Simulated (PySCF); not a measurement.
# Static response to an electric field

Species: C₃H₅FSSi.
Numbering: `[F:1][Si@@H:2]1[CH2:3][CH:4]=[CH:5][S:6]1` (hydrogens: H7 on Si2; H8, H9 on C3; H10 on C4; H11 on C5)

Structure used (GFN2-xTB), in Å, numbered top down from 1:
```
atom  x, y, z in Å
F1     2.5029   -0.1746    0.9992
Si2    1.4059   -0.4947   -0.1405
C3     0.1825    0.9462   -0.3132
C4    -1.1790    0.4367    0.0459
C5    -1.3605   -0.8194    0.4235
S6    -0.0165   -1.9581    0.5162
H7     2.1740   -0.9430   -1.2796
H8     0.1644    1.3566   -1.3241
H9     0.4522    1.7737    0.3481
H10   -2.0109    1.1235    0.0002
H11   -2.3096   -1.2442    0.6984
```

Level: PBE0/def2-SVPD (PySCF), static field, nuclei fixed, core orbitals frozen in the response. The polarisability tensor in these axes (au):

```
x   81.08 -1.85 -4.12
y   -1.85 85.12 -6.97
z   -4.12 -6.97 60.20
```

Q: Give the principal values, the mean and the anisotropy Δα = √{½[(α1 − α2)² + (α2 − α3)² + (α1 − α3)²]}.

A: Principal values 57.53, 81.82 and 87.05 au; mean 75.47 au = 11.18 Å³ = 12.44 × 10⁻⁴⁰ C²·m²/J; Δα = 27.28 au (36 % of the mean).

Q: What is the dipole moment, and where does it point?

A: (-1.28, 1.56, -1.49) D, 2.50 D in size, pointing from the negative to the positive side. Measured along this direction, the outermost atoms are F1 at the negative end and H10 at the positive end.

Q: Find the Langevin capture rate constant for H3+ (3.023 u) meeting this molecule (119.987 u), k = 2.342 × 10⁻⁹ cm³/s × √(α in Å³ / reduced mass in u).

A: The reduced mass is 2.95 u, so k = 4.56 × 10⁻⁹ cm³/s. The formula leaves out the permanent dipole, which adds to the capture rate.

Q: Traceless (Buckingham) quadrupole moment about the centre of nuclear charge: eigenvalues?

A: -6.75, 2.50, 4.26 D·Å. The values depend on the origin, since the dipole doesn't vanish. The electronic extent ⟨r²⟩ about the same centre is 781 bohr², a root-mean-square distance of 1.88 Å for the 62 electrons.

Q: Form Σ f/ω² (atomic units) for the 8 lowest TDDFT singlets, given as eV and f, and set it beside the mean polarisability, which is this sum over all singlets: 5.25, 0.0246; 5.61, 0.0545; 5.95, 0.0099; 6.13, 0.0044; 6.54, 0.0639; 6.80, 0.0096; 7.02, 0.0103; 7.14, 0.0278.

A: They add up to 4.06 au, 5.4 % of the 75.47 au; the largest single term is 1.28 au, from the state at 5.61 eV. Terms in order: 0.66, 1.28, 0.21, 0.09, 1.10, 0.15, 0.16, 0.40 au. Higher excitations give the rest. The strengths listed sum to 0.205.

Q: Rayleigh depolarisation ratio (linearly polarised light, static tensor)?

A: ρ = 3Δα²/(45ᾱ² + 4Δα²) = 2232.0/(256284 + 2976.0) = 0.00861.

Q: Orientational against electronic polarisability at 500 K (dilute gas, rigid molecules)?

A: In Gaussian units μ²/3kT = 30.26 Å³ against 11.18 Å³, a ratio of 2.71; the Debye molar polarisation (4π/3)N_A(α + μ²/3kT) is 104.5 cm³/mol, leaving out the vibrational part.

Isolated species at its GFN2-xTB geometry, gas phase.
